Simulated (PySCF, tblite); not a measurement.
Potential energy curve for BeH (cation, charge +1), singlet. Each curve is given relative to its own lowest point near equilibrium.

```json
[
 {"R / Å": "1.05", "A": "21.8", "B": "23.0", "C": "20.7"},
 {"R / Å": "1.12", "A": "10.8", "B": "11.6", "C": "11.0"},
 {"R / Å": "1.20", "A": "3.6", "B": "3.9", "C": "4.6"},
 {"R / Å": "1.26", "A": "0.9", "B": "1.1", "C": "2.0"},
 {"R / Å": "1.29", "A": "0.3", "B": "0.3", "C": "1.1"},
 {"R / Å": "1.33", "A": "0.0", "B": "0.0", "C": "0.4"},
 {"R / Å": "1.38", "A": "0.5", "B": "0.4", "C": "0.0"},
 {"R / Å": "1.42", "A": "1.5", "B": "1.3", "C": "0.0"},
 {"R / Å": "1.46", "A": "2.8", "B": "2.7", "C": "0.3"},
 {"R / Å": "1.55", "A": "7.1", "B": "6.8", "C": "1.5"},
 {"R / Å": "1.63", "A": "11.8", "B": "11.3", "C": "3.1"},
 {"R / Å": "1.80", "A": "23.2", "B": "26.8", "C": "7.4"},
 {"R / Å": "1.98", "A": "35.6", "B": "37.1", "C": "13.1"},
 {"R / Å": "2.19", "A": "46.8", "B": "44.1", "C": "20.5"},
 {"R / Å": "2.38", "A": "53.2", "B": "47.9", "C": "27.8"},
 {"R / Å": "2.65", "A": "58.7", "B": "51.1", "C": "38.8"},
 {"R / Å": "2.93", "A": "62.0", "B": "53.0", "C": "50.2"},
 {"R / Å": "3.26", "A": "64.5", "B": "54.1", "C": "62.6"},
 {"R / Å": "3.62", "A": "66.0", "B": "54.8", "C": "73.7"},
 {"R / Å": "3.94", "A": "66.8", "B": "55.1", "C": "81.2"},
 {"R / Å": "4.63", "A": "67.6", "B": "55.3", "C": "90.6"},
 {"R / Å": "5.26", "A": "67.8", "B": "55.4", "C": "—"}
]
```

Energies in kcal/mol.

**Question.** Which curve belongs to which method? The methods are GFN2-xTB, 300 K electronic temperature in tblite; unrestricted M06-2X/6-31G run with PySCF 2.14.0; MP2 on UHF/6-31G run with PySCF.

**Answer.** A is UKS-M06-2X; B is UMP2; C is GFN2-xTB.

A dash means that the run gave no value there, or that the column was ended at a point which the program doubted or which failed a test of continuity chosen for this set; such a test can also cut sound points.

The unrestricted determinant behind UKS-M06-2X is spin-contaminated at 1.98 to 5.26 Å (<S²> up to 0.9, against 0.00 for a pure singlet). The unrestricted determinant behind UMP2 is spin-contaminated at 1.80 to 5.26 Å (<S²> up to 1.0, against 0.00 for a pure singlet).
